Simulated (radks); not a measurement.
Values are calculated unless marked as measured or tabulated.
All-electron atom: Ca in [Ar] 4s2. Code: a radial shooting solver on a logarithmic mesh with Libxc functionals. Model: non-relativistic Kohn-Sham, PBE, spin-polarised, spherical densities, point nucleus. Some entries of the table are withheld. Estimate them.

orbital  occ.  eigenvalue (hartree)  <1/r> (bohr^-1)
1s          2             -144.3495              (1)
2s          2             -15.09176              (2)
2p          6             -12.29102            3.935
3s          2              -1.71569            1.200
3p          6              -1.03115            1.075
4s          2              -0.13793           0.3191

Answer. 
(1) 1s <1/r> (bohr^-1): 19.54
(2) 2s <1/r> (bohr^-1): 4.007
